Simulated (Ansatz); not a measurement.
Program: Ansatz. Geometries: PBE0-D4/def2-TZVP. ΔE: electronic, gas phase. CCSD(T)/CBS adds triple-zeta CCSD(T) − MP2 to the extrapolated MP2 energy (def2 sets, frozen cores). This one scheme is used for every species. Functionals use def2-TZVPP. Elements past krypton have def2 core potentials. For Se, Sn outer-core shells are correlated without core-valence functions, which leaves a few kJ/mol of doubt a bond. Scalar relativity is left out up to krypton. One conformer a species, not always the lowest.

`[NH2][Sn]([F])([F])[F]` + H₂Se → `[NH2][Sn]([F])([F])[SeH]` + H–F  (ligand exchange at the Sn–F bond)

| level | ΔE (eV) |
| --- | --- |
| LDA (SPW92) | -0.47 |
| PBE-D4 | -0.43 |
| RPA@PBE/def2-TZVPP | -0.32 |
| HF/CBS(def2) | -0.20 |

(1) What does CCSD(T)/CBS give? (Estimate.)

Largest T1 diagnostic among the species: 0.014.

Results:

(1) Ansatz gave: -0.44 eV. The listed levels differ from it by -0.03, 0.01, 0.12, 0.24 eV.

Leaving LDA and LC-ωPBE aside and taking each functional with its dispersion term where it has one, the values, not all of them listed here, spread over 0.26 eV, from HSE06-D4 to B97M-V. LDA lies −0.09 eV from PBE without D4. At CCSD(T), def2-SVP lies +0.15 eV from the extrapolated value and def2-TZVPP +0.06 eV. The D4 term adds −0.08 eV with B3LYP and −0.05 eV with PBE0; it sums over pairs of atoms, weighted by their polarisabilities, and B3LYP, whose exchange is more repulsive, gets the larger term.

B3LYP here is the variant with VWN-RPA as its local correlation; programs differ in this.
